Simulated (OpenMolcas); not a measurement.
# Cu6+, Ag6+, Au6+: d⁵ down the group

```yaml
Program: OpenMolcas 26.06
Method: SS-CASPT2, IPEA 0.25 Eh, imaginary shift 0.1 Eh
Basis: ANO-R3
Scalar_Hamiltonian: X2C, finite nucleus
Spin-orbit_coupling: state interaction with AMFI integrals over the reference wave functions, term energies averaged over their components
```

Active space for each ion: 5 electrons in 5 orbitals (d); closed shells correlated by CASPT2: Cu6+ 3s 3p; Ag6+ 4s 4p; Au6+ 5s 5p.

Computed levels in cm-1 above ⁶S_5/2:

```tsv
Level	Cu6+	Ag6+	Au6+
⁴G_7/2	47570	31580	27360
⁴G_11/2	47610	31830	29370
⁴G_9/2	47650	32030	31010
⁴P_1/2	52760	36020	33160
⁴D_7/2	56900	37750	37870
⁴D_1/2	57260	39860	44340
²I_11/2	69400	46070	44310
²I_13/2	69700	47460	49200
²F_7/2(1)	76690	55080	64130
weight of ⁶S in the lowest level (%)	100	98	77
```

Mixed levels, with the weight of the term that names them: Ag6+ ⁴P_1/2 (65 %), Ag6+ ⁴D_1/2 (66 %), Ag6+ ²F_7/2(1) (54 %), Au6+ ⁴G_7/2 (56 %), Au6+ ⁴G_11/2 (71 %), Au6+ ⁴P_1/2 (59 %), Au6+ ⁴D_7/2 (54 %), Au6+ ⁴D_1/2 (67 %), Au6+ ²I_11/2 (68 %), Au6+ ²F_7/2(1) (57 %).

Measured, with the error of the calculation in %. Measured levels: Cu6+, Ag6+ from the list in Gamrath, thesis, University of Mons (2023).

| Level | Cu6+ | Ag6+ |
| --- | --- | --- |
| ⁴G_7/2 |  | 30378 (+3.9) |
| ⁴G_11/2 |  | 30662 (+3.8) |
| ⁴G_9/2 |  | 30907 (+3.6) |
| ⁴P_1/2 | 51407 (+2.6) | 34605 (+4.1) |
| ⁴D_7/2 | 55742 (+2.1) | 36485 (+3.5) |
| ⁴D_1/2 | 56210 (+1.9) | 38685 (+3.0) |
| ²I_11/2 | 67757 (+2.4) | 44011 (+4.7) |
| ²I_13/2 | 67918 (+2.6) | 45546 (+4.2) |
| ²F_7/2(1) | 74408 (+3.1) |  |

Without spin-orbit coupling ⁴G lies 47590, 31740, 28360 cm-1 above ⁶S in that order; the difference to the level ⁴G_7/2, of either sign, comes from spin-orbit coupling, which also lowers the zero.

CASPT2 breaks the degeneracy within a term, and the mean is taken; among the terms shown or strongly mixed into the levels shown the widest spread is 280 cm-1 (5d⁵ ⁴F, Au6+). Measured partners are found by configuration, term and J. A level has none where our copy of the source lacks it or the pairing is in doubt (some pairs that miss far off the trend of their configuration count as doubtful), and it then counts in no deviation. Levels of configurations outside the active space are missing.

A number in round brackets counts repeated terms of one configuration in the order of the reference energies.
